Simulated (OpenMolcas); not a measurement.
Mn5+: effect of the active space

* Program: OpenMolcas
* Method: CASSCF
* Basis: ANO-R3
* Scalar Hamiltonian: X2C, finite nucleus
* Spin-orbit coupling: RASSI with atomic mean-field integrals over the reference wave functions, term energies averaged over their components

A. 2 electrons in 5 orbitals (3d); 2S+1 = 3 even, 10 roots; 2S+1 = 1 even, 15 roots; cost about 7 core-seconds
B. 2 electrons in 10 orbitals (3d 4d); 2S+1 = 3 even, 10 roots; 2S+1 = 1 even, 15 roots kept (CI in the orbitals of an earlier block); cost roughly 12 core-seconds

Energies in cm⁻¹ above 3d² ³F₂, the measured ground level; measured values from Corliss and Sugar, J. Phys. Chem. Ref. Data 6, 1253 (1977).

| Level | A | B | Measured |
| --- | --- | --- | --- |
| 3d² ³F₂ | 0.0 | 0.0 | 0.0 |
| 3d² ³F₃ | 730 | 735 | 746 |
| 3d² ³F₄ | 1659 | 1669 | 1669 |
| 3d² ¹D₂ | 18818 | 18487 | 15336 |
| 3d² ³P₀ | 21866 | 21521 | 17782 |
| 3d² ³P₁ | 22127 | 21779 | 18057 |
| 3d² ³P₂ | 22716 | 22363 | 18628 |
| 3d² ¹G₄ | 28793 | 28343 | 25511 |
| 3d² ¹S₀ | 69654 | 68004 |  |

Deviations, from unrounded energies. A percentage is the sum of absolute deviations over the sum of measured energies, with the sign that they share, or ± where signs differ.

| Against measurement | Levels | A | B |
| --- | --- | --- | --- |
| mean absolute deviation (cm-1) | 7 | 2700 | 2500 |
| fine structure of the ground term (%) | 2 | -1.1 | ±0.5 |
| other terms of the ground configuration (%) | 5 | +19.9 | +18.0 |

B lies closest to measurement on these levels. The largest miss of B in the table is 3d² ³P₀, by +3700 cm-1. The ranking rests on the paired levels alone, and a cruder setting can come out closer through cancelling errors.

Between A and B the level of the table that moves most is 3d² ¹S₀, by 1700 cm-1 (lowest in B, highest in A).

Without dynamic correlation excited terms often stand tens of per cent too high (terms of higher spin than the ground term too low), and those without a measured partner can miss by more than the paired ones. Terms from blocks run as CI alone lack orbitals of their own (holds for B). Active for correlation alone: 4d; no level in the range computed is led by a configuration that fills it, so any true level of that kind is missing (holds for B). Computed and measured levels are paired by configuration, term and J; levels that our copy of the source lacks, or whose pairing is in doubt (as where it misses far off the trend of its configuration), stay unpaired and out of the deviations. Only configurations of the active space appear.
